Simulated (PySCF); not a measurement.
Method: PBE-D3(BJ)/def2-TZVP // BP86-D3(BJ)/def2-SVP run with PySCF. Isolated molecules, 0 K electronic values unless said otherwise. One relaxed conformer stands for a flexible species; it need not be the lowest. 

Reference species: [W(Cl)2(OH)4] (neutral, multiplicity 1).

The HOMO–LUMO gap comes out as 2.34 eV. The HOMO comes out as -6.82 eV.

Changed species: [W(Cl)4(OH)2] (2 of 6 Cl replaced by OH; the reference has 4 of 6 Cl replaced by OH).

Q: Predict the effect on the HOMO–LUMO gap and HOMO.

A: the HOMO–LUMO gap falls by 0.40 eV, to 1.94 eV; the HOMO falls by 0.31 eV, to -7.13 eV.
